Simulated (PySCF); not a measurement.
## What an electron can do to SbH

PBE in PySCF with def2-SVPD on every atom (core potentials on Sb), for the lowest determinant that a PBE0 search found; no spin–orbit coupling.

```tsv
species	state (unpaired electrons)	Re (Å)	ωe (cm⁻¹)	energy of the minimum from the neutral (eV)	De (eV)	dissociates to
SbH	triplet (π ↑↑)	1.742	1851	0.00	2.61	Sb + H
SbH⁺	doublet (π ↑)	1.740	1902	8.83	2.75	Sb⁺ + H
```

Task: Work out the lowest energy to break SbH into atoms, from its vibrational ground state.

Result: D0 = De − ωe/2 = 2.61 − 0.11 = 2.50 eV (PBE/def2-SVPD).

Task: Work out the ionisation energy of the Sb atom at this level and the threshold of dissociative ionisation.

Result: IE(Sb) = 8.83 + 2.75 − 2.61 = 8.97 eV, so Sb⁺ + H + e⁻ appears at D0 + IE(Sb) = 11.47 eV (PBE/def2-SVPD). The measured IE(Sb) is 8.608 eV (NIST ASD).

These are thermodynamic thresholds; the onsets seen under electron impact lie higher where the geometry changes, and cross-sections peak well above them.

These are scalar-relativistic numbers at best; spin–orbit coupling would shift them, the dissociation energy most. For an ion De counts to the pair picked by the measured ionisation energies or electron affinities, which need not be the lowest pair at this level. States were picked by a PBE0 search and need not be the measured ground states.
